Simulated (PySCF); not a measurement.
HgBr, SMILES [Br][Hg+], charge +1. Atoms are numbered in the order given.

```xyz
2

Hg     0.0000     0.0000    -0.7232
Br     0.0000     0.0000     1.6530
```
Charge +1, spin multiplicity 1.

Geometry: PBE0-D3(BJ)/def2-TZVP. The spin state was assumed, not searched. The def2 effective core potentials stand for the cores of Hg; spin–orbit coupling is left out.

Level of theory: IEF-PCM-B3LYP/def2-TZVPD (PySCF).

The values are the electrostatic part of the solvation free energy, E(continuum) − E(gas) at the gas-phase geometry, in a cavity of scaled van der Waals radii (PySCF's table); cavitation and dispersion terms are not included. A continuum can't describe solvent molecules that bind to the metal. In vacuum the orbital gap is 2.67 eV.

Problem. Estimate the values in water (ε = 78.36), N,N-dimethylformamide (ε = 37.22), n-hexane (ε = 1.88). (Estimate from the structure and the level; the computed values follow.)

Solution. 
| solvent | ε | ΔG(elec) (kcal/mol) | gap (eV) |
|---|---|---|---|
| water | 78.36 | -93.1 | 3.84 |
| N,N-dimethylformamide | 37.22 | -91.5 | 3.80 |
| n-hexane | 1.88 | -40.5 | 3.02 |
